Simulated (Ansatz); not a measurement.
`BC1[SiH2][SiH2]1` and `C1[SiH2][SiH2]1` differ in one atom or group.

Ansatz, PBE0-D4/def2-TZVP geometries, multiplicity 1. 

| property | `BC1[SiH2][SiH2]1` |
| --- | --- |
| LUMO energy (PBE/def2-TZVPP) / eV | -1.73 |
| LUMO energy (B3LYP/def2-TZVPP) / eV | -0.96 |
| HOMO energy (PBE/def2-TZVPP) / eV | -6.04 |
| HOMO–LUMO gap (B3LYP/def2-TZVPP) / eV | 5.83 |
| size of the dipole moment (B3LYP/def2-TZVPP) / D | 1.49 |
| HOMO–LUMO gap (PBE/def2-TZVPP) / eV | 4.31 |

Give the same properties after the change, and the shifts. (Best estimate.)

Computed: 
```json
{"property": "LUMO energy (PBE/def2-TZVPP) / eV", "`C1[SiH2][SiH2]1`": "-0.97", "shift": "0.76"}
{"property": "LUMO energy (B3LYP/def2-TZVPP) / eV", "`C1[SiH2][SiH2]1`": "-0.35", "shift": "0.61"}
{"property": "HOMO energy (PBE/def2-TZVPP) / eV", "`C1[SiH2][SiH2]1`": "-5.73", "shift": "0.31"}
{"property": "HOMO–LUMO gap (B3LYP/def2-TZVPP) / eV", "`C1[SiH2][SiH2]1`": "6.18", "shift": "0.35"}
{"property": "size of the dipole moment (B3LYP/def2-TZVPP) / D", "`C1[SiH2][SiH2]1`": "0.39", "shift": "-1.10"}
{"property": "HOMO–LUMO gap (PBE/def2-TZVPP) / eV", "`C1[SiH2][SiH2]1`": "4.76", "shift": "0.45"}
```

With PBE0 the HOMO rises by 0.27 eV and the LUMO rises by 0.64 eV, so the gap widens by about 0.37 eV. PBE moves the HOMO by 0.31 eV and ωB97M-V by 0.26 eV. The zero-point energy changes by -31.9 kJ/mol with -6 modes. Dipoles are sizes alone; their direction can turn.

B3LYP here is the variant with VWN-RPA as its local correlation; programs differ in this.
